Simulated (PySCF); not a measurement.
## Te⁻ (tellurium, charge -1) across methods

[Kr] 4d10 5s2 5p5, 2P determinant. Calculation: PySCF 2.14, in aug-cc-pVTZ-PP with ECP28MDF (6s5p4d2f, 55 functions); scalar relativity through the core potential.

| method | E (hartree) | mean ε 5s β (eV) | mean ε 5p α (eV) | mean ε 5p β (eV) | Σ⟨r²⟩ (bohr²) | ⟨S²⟩ |
| --- | --- | --- | --- | --- | --- | --- |
| r2SCAN0 | -268.1385 | -9.464 | -0.902 | -0.221 | 79.17 | 0.758 |
| PBEsol | -267.7785 | -7.962 | 0.216 | 0.766 | 80.73 | 0.754 |
| PBE0 | -268.0691 | -9.280 | -0.719 | -0.099 | 79.75 | 0.755 |
| PBE | -268.0489 | -7.921 | 0.209 | 0.753 | 81.15 | 0.754 |
| B97-3 | -268.1147 | -9.299 | -0.726 | -0.101 | 80.30 | 0.755 |
| r2SCAN | -268.1632 | -8.138 | -0.027 | 0.603 | 79.71 | 0.757 |
| LDA | -267.6703 | -8.247 | 0.107 | 0.625 | 81.04 | 0.752 |
| wB97X | -268.1090 | -12.030 | -2.769 | -2.159 | 79.94 | 0.753 |

**Question.** Estimate the same row for UHF.

**Answer.** E (hartree) = -267.04519; mean ε 5s β (eV) = -12.575; mean ε 5p α (eV) = -2.996; mean ε 5p β (eV) = -2.058; Σ⟨r²⟩ (bohr²) = 79.89; ⟨S²⟩ = 0.764.

Energies and moments cover only the electrons outside the core potential. The outer electron is barely bound at this level, so radii and moments hang on the diffuse functions.

The highest occupied level is positive at PBEsol, PBE, r2SCAN, LDA: only the finite basis holds that electron, which in a density functional comes from self-interaction.
